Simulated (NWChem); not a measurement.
Molecule: CBr₂Cl₂; SMILES ClC(Cl)(Br)Br

```xyz
5

Cl     0.0000    -1.4436    -1.4163
C      0.0000     0.0000    -0.4047
Cl     0.0000     1.4436    -1.4163
Br     1.5842     0.0000     0.7226
Br    -1.5842     0.0000     0.7226
```
Atoms are numbered in this order, from 1.

Program: NWChem. Pople sets run with spherical d functions. All runs use the structure optimised with PBE0/def2-SVP. B3LYP is NWChem's, with the RPA form of VWN correlation. Total energies compare along this basis series because the functional is fixed.

| level | basis functions | energy (Ha) | highest occupied level (eV) | orbital gap (eV) | dipole (D) | relative time |
|---|---|---|---|---|---|---|
| B3LYP/STO-3G | 59 | -6039.9573 | -5.74 | 6.72 | 1.00 | 1 |
| B3LYP/3-21G | 79 | -6077.4272 | -7.85 | 5.59 | 0.70 | 1 |
| B3LYP/6-31G* | 114 | -6106.1981 | -8.08 | 5.60 | 0.08 | 4 |
| B3LYP/def2-SVP | 114 | -6105.9148 | -7.88 | 5.89 | 0.04 | 3 |
| B3LYP/def2-SVPD | 156 | -6105.9402 | -8.17 | 5.64 | 0.14 | 8 |
| B3LYP/def2-TZVP | 201 | -6106.9079 | -8.09 | 5.67 | 0.02 | 8 |
| B3LYP/aug-cc-pVTZ | 264 | -6107.0141 | -8.14 | 5.59 | 0.09 | 70 |

Times are rough ratios from one shared machine.
